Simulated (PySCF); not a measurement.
Compound: C5H10N2.
Geometry (GFN2-xTB, Å), atoms numbered from 1 in this order:
```
atom  x, y, z in Å
C1     2.5398    1.2296    0.6344
N2     1.9605    0.2144    0.1773
C3     0.6952   -0.1562    0.6400
C4     0.3694   -1.6310    0.6500
C5    -0.2587   -0.7538   -0.3768
N6    -1.6411   -0.4183   -0.2338
C7    -2.0159    0.7677   -0.9795
H8     2.1221    1.8842    1.4080
H9     3.5140    1.4830    0.2451
H10    0.2414    0.4533    1.4239
H11   -0.2513   -1.9855    1.4574
H12    1.1471   -2.3069    0.3324
H13    0.1349   -0.8231   -1.3932
H14   -2.2212   -1.2044   -0.5142
H15   -3.0789    0.9529   -0.8385
H16   -1.4563    1.6157   -0.5851
H17   -1.8081    0.6904   -2.0572
```

Probes without a nucleus sit at each ring's centroid and 1 Å off its mean plane on both sides; NICS is minus the shielding there, NICSzz its component along the normal. Level: GIAO PBE0/pcSseg-1 (PySCF, non-relativistic, gas phase) on the GFN2-xTB geometry, one conformer.

Ring bond lengths (Å), with Mayer bond orders in brackets: C3–C4 1.510 (0.93), C4–C5 1.489 (0.98), C5–C3 1.517 (0.88).

**Question.** Give the NICS values of each ring in ppm.

**Answer.** 
```
    ring                                            type  NICS(0)  NICS(1), two faces  NICS(1)zz, two faces  rms pucker (Å)  centre to ring atoms, mean (Å)
C3–C4–C5  3-membered carbocycle; formal bonds all single    -39.6         -7.6 / -6.2         -19.0 / -21.5            0.00                            0.87
```

**Question.** What do they say, and how far can they be read as aromaticity?

**Answer.** 
- C3–C4–C5: mean NICS(1)zz -20.3 ppm, shielded. C3, C4, C5 have four or more neighbours, and the NICS criterion for π rings isn't applied. NICS(0) lies 33 ppm below the mean NICS(1).
